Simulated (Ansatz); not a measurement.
Cd9Te9H24⁺. Charge 1, multiplicity 2. Geometry r2SCAN-D4/def2-SVP, that of the neutral singlet; atoms count from 1.

Cartesian coordinates in Å:
```
Cd -3.228 -5.567 -1.283
Te 0.298 -5.150 -0.783
Te -2.493 -2.277 -0.668
Cd -2.137 -1.571 2.116
Cd 2.518 -3.016 -0.173
Te 1.013 -1.746 1.968
Te -2.151 1.313 2.342
Cd -2.457 2.551 5.522
Cd 2.844 0.398 2.688
Te 0.941 1.606 4.874
Cd -1.521 -0.764 -2.934
Te 1.511 -1.096 -2.113
Te -1.589 2.049 -2.261
Cd -1.145 3.173 0.367
Cd 3.377 1.095 -1.692
Te 1.816 2.086 0.553
Cd -1.188 4.211 -4.889
Te 1.996 2.982 -3.788
H -3.465 -5.932 0.341
H -3.059 -5.407 -2.949
H 0.917 -6.225 0.332
H 1.205 -5.864 -1.986
H -4.046 -1.680 -0.761
H -2.552 -2.606 3.398
H 4.013 -3.806 -0.117
H 1.429 -2.806 3.185
H -3.744 1.478 1.883
H -2.794 1.047 6.194
H -2.161 4.138 5.051
H 4.404 0.309 3.333
H 1.571 0.633 6.072
H 2.029 2.808 5.265
H -1.585 -1.338 -4.532
H 2.239 -1.747 -3.463
H -3.251 2.125 -2.162
H -0.994 4.841 0.653
H 5.048 1.151 -1.949
H 2.736 3.436 0.881
H -1.312 3.000 -6.048
H -1.059 5.564 -3.898
H 2.928 2.398 -5.041
H 3.098 4.206 -3.528
```

In the def2 sets Cd, Te take a core potential; there is no spin–orbit coupling. Single mean-field runs in def2-TZVP are fitted with def2-universal-jkfit.

Q: Estimate the Mulliken populations of the heavy atoms from the PBE0/def2-TZVP orbitals of Ansatz.

A: 
```tsv
atom	charge (e)	spin (α − β)	d electrons
Cd1	0.30	0.01	9.94
Te2	-0.10	0.00	–
Te3	-0.37	0.19	–
Cd4	0.46	-0.01	9.98
Cd5	0.44	0.00	9.98
Te6	-0.53	0.02	–
Te7	-0.29	0.37	–
Cd8	0.31	0.03	9.93
Cd9	0.44	0.00	9.98
Te10	-0.11	0.01	–
Cd11	0.48	-0.01	9.98
Te12	-0.52	0.02	–
Te13	-0.36	0.20	–
Cd14	0.46	-0.01	9.98
Cd15	0.44	0.00	9.98
Te16	-0.53	0.02	–
Cd17	0.30	0.01	9.94
Te18	-0.11	0.00	–
```
Mulliken values depend strongly on the basis.

Q: Where does the spin sit?

A: Summed by element: Cd 0.01, Te 0.83, H 0.16, of 1 unpaired in all. Largest on single atoms: Te7 0.37, Te13 0.20, Te3 0.19.

Q: And the Mayer bond orders between heavy atoms (over 0.3)?

A: Te2–Cd5 0.31 (3.14 Å); Te3–Cd4 0.45 (2.89 Å); Te3–Cd11 0.48 (2.89 Å); Cd4–Te7 0.44 (2.89 Å); Cd5–Te6 0.42 (2.91 Å); Cd5–Te12 0.42 (2.91 Å); Te6–Cd9 0.43 (2.91 Å); Te7–Cd14 0.44 (2.89 Å); Cd9–Te16 0.43 (2.91 Å); Cd11–Te13 0.48 (2.89 Å); Te12–Cd15 0.43 (2.91 Å); Te13–Cd14 0.45 (2.89 Å); Cd15–Te16 0.42 (2.91 Å); Cd15–Te18 0.31 (3.14 Å).
